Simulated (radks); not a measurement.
Valence configurations of Fe I (all share [Ar]). All-electron calculation, non-relativistic Kohn-Sham, PBEsol, spin-polarised, spherical densities, point nucleus; open shells are filled with parallel spins first. Program: a radial shooting solver on a logarithmic mesh with Libxc functionals. Energies are relative to 3d6 4s2; eigenvalues in eV for spin up.

| valence | E (eV) | moment (Bohr magnetons) | e(3d) | e(4p) | e(4s) |
|---|---|---|---|---|---|
| 3d6 4s2 | 0.000 | 4 | -9.201 | - | -5.549 |
| 3d7 4s1 | 0.190 | 4 | -4.902 | - | -4.667 |
| 3d6.5 4s1 4p0.5 | 1.032 | 5 | -7.562 | -1.840 | -5.788 |
| 3d6 4s1.5 4p0.5 | 1.486 | 5 | -9.949 | -2.085 | -6.295 |
| 3d5.5 4s2 4p0.5 | 2.455 | 5 | -12.608 | -2.293 | -6.794 |
| 3d6 4s1 4p1 | 2.594 | 6 | -10.528 | -2.512 | -6.859 |
| 3d7 4p1 | 3.818 | 4 | -6.439 | -1.968 | - |
| 3d6 4s0.5 4p1.5 | 4.784 | 6 | -11.239 | -2.850 | -7.263 |
| 3d5 4s2 4p1 | 5.865 | 6 | -16.209 | -3.032 | -7.945 |
| 3d4 4s2 4p2 | 21.973 | 6 | -23.491 | -4.348 | -10.000 |

NIST lists [Ar] 3d6 4s2 as the ground configuration; this level of theory agrees among the configurations tried. The energies are those of spherical high-spin densities, not of single terms.
